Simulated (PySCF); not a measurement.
CH4B (calculated)

Computed with PySCF 2.14.0. Calculation on a computer-drawn molecule: the log of a Hartree-Fock and frozen-core CCSD(T) single point meant for a local Hartree-Fock minimum, with one planted fault or none, to be diagnosed. Offsets are logged minus clean, where the clean run is the same molecule without the fault. The reference is restricted for singlets and unrestricted otherwise, and also for a bond in bohr or an excited solution. Adding or removing an electron swaps singlet and doublet. The excited solution moves the top pair (singlet) or top alpha electron (doublet) to the lowest empty orbital. Highest occupied and lowest empty are orbital energies over both spins, largest force is the largest gradient component, triples share is (T) over the correlation energy, the T1 limit is 0.02 restricted and 0.045 unrestricted, electrons count all cores, a negative frequency is imaginary (commonest isotopes), and the dipole is about the centre of nuclear charge.

CH4B

Logged structure:
```xyz
6
CH4B
B      0.0094     0.6607     1.7598
C     -1.3985     0.1631     1.3925
H      0.9061    -0.1212     1.9252
H      0.2251     1.8357     1.8849
H     -1.6375    -0.8893     1.2698
H     -2.2376     0.8344     1.2340
```

- meant charge: 0
- meant multiplicity: 2
- meant basis: cc-pVDZ
- logged electrons: 15
- logged basis functions: 14
- logged SCF converged: yes
- logged spin squared: 0.7595
- logged highest occupied: -9.9205 eV
- logged lowest empty: 4.8562 eV
- logged largest force: 0.025366 hartree/bohr
- logged T1 diagnostic: 0.013388
- logged D1 diagnostic: 0.060519
- logged triples share: 0.0073441
- logged CC converged: yes
- logged dipole magnitude: 0.6935 debye
- logged SCF stable within its kind: yes
- logged energy HF: -64.03431 hartree
- logged energy CCSD(T): -64.13734 hartree
- possible faults: no fault, one electron removed, one electron added, multiplicity raised by two, geometry at a saddle point, SCF held on an excited solution, minimal basis STO-3G, one bond length entered in bohr, all coordinates scaled
- planted fault: ?

Drawn bonds:
```csv
atom,other atom,order
1,2,1
1,3,1
1,4,1
2,5,1
2,6,1
```

Question: Give the missing planted fault for CH4B.
Answer: minimal basis STO-3G

Further results for CH4B:

- HF energy offset from clean run: 498.9 kcal/mol
- CCSD(T) energy offset from clean run: 586.4 kcal/mol
